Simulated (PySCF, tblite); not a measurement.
Give a GFN2-xTB geometry of `c1occ(SC)p1`.

```
atom  x, y, z in Å
C1    -2.353   -0.520    0.240
S2    -1.473    0.995    0.714
C3     0.180    0.457    0.487
C4     1.255    1.265    0.719
O5     2.444    0.706    0.497
C6     2.317   -0.555    0.086
P7     0.723   -1.154   -0.060
H8    -3.413   -0.310    0.340
H9    -2.111   -0.769   -0.790
H10   -2.063   -1.327    0.908
H11    1.256    2.286    1.055
H12    3.238   -1.075   -0.114
```

Any rigid rotation of these coordinates is as good. Atoms count from 1 in this order. The 5-membered ring C3–C4–O5–C6–P7 has internal angles of 86.6° to 116.5°; it is planar, 0.00 Å rms from its mean plane, widest ring torsion 0°. The 2 C–S bonds span 1.753 Å (S2–C3, drawn single) to 1.814 Å (C1–S2, drawn single), a spread of 0.061 Å. Of the pairs four or more bonds apart, P7···H9 is among the closest relative to their van der Waals radii: 2.95 Å, 98 % of the sum of Bondi's values. The 7 heavy atoms lie in one plane (0.001 Å rms).

Bonds between heavy atoms (Å): C1–S2 1.814, S2–C3 1.753, C3–C4 1.364, C4–O5 1.333, O5–C6 1.333, C6–P7 1.709, C3–P7 1.787.

Structure optimised with GFN2-xTB, isolated species.

Point group: Cs (tolerance 0.08 Å). Its GFN2-xTB frequencies are all real (lowest 50 cm⁻¹). The numbers are those of one conformer (C1–S2–C3–C4 180°). 2 starts were optimised and ended at 0.00 and 1.90 kcal/mol (GFN2-xTB); the lowest of these is shown.

These are computed values.
